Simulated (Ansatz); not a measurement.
The first iterations of a band of CH5BO + ClH (10 atoms, charge 0, multiplicity 1).

Method: Ansatz 0.2.0, RKS CAM-B3LYP-D4/def2-SVP.

```
movable images  : 2
climbing image  : yes
spring          : 5.0 eV/Å²
optimiser       : quadratic models (default)
start path      : through a guess of the saddle point
force threshold : 0.03 eV/Å
iteration limit : 60
end points      : relaxed
```

First end point:

```xyz
10
Properties=species:S:1:pos:R:3
B -0.036 -0.512 -0.015
O -0.494 0.183 1.064
H -1.272 -0.203 1.485
C 1.216 0.001 -0.786
H 1.999 -0.776 -0.779
H 0.964 0.157 -1.848
H 1.632 0.931 -0.375
H -0.635 -1.518 -0.332
Cl 1.018 2.851 1.833
H 0.323 1.772 1.618
```

Last end point:

```xyz
10
Properties=species:S:1:pos:R:3
B -0.008 0.441 -0.032
O 0.109 -0.037 1.591
H -0.750 -0.401 1.855
C 1.360 0.053 -0.717
H 1.534 -1.035 -0.693
H 1.339 0.355 -1.776
H 2.226 0.552 -0.253
H -1.024 -0.123 -0.380
Cl -0.279 2.269 0.206
H 0.210 0.811 2.063
```

| iteration | highest image above the first end (eV) | largest band force component (eV/Å) |
| --- | --- | --- |
| 1 | 2.880 | 11.835 |
| 2 | 0.960 | 4.870 |
| 3 | 1.150 | 1.641 |
| 4 | 1.270 | 0.701 |
| 5 | 1.200 | 0.542 |
| 6 | 1.119 | 0.958 |

Problem. Does the band converge within its limit, and where does its top end?

Solution. The run converged. It ended after 18 iterations with the highest image 0.937 eV above the first end. Another band between the same ends (7 images) ends at a top of the same energy, where a vibrational analysis finds 1 clearly imaginary mode. So few images can step over the top or miss a turn of the path. The orbitals stay closed-shell, which can raise the energy where a bond breaks towards radicals; this wasn't checked here.

Time of the run: 34 s on 4 threads of Arm Neoverse V2, on a shared host, peak memory 0.2 GiB.
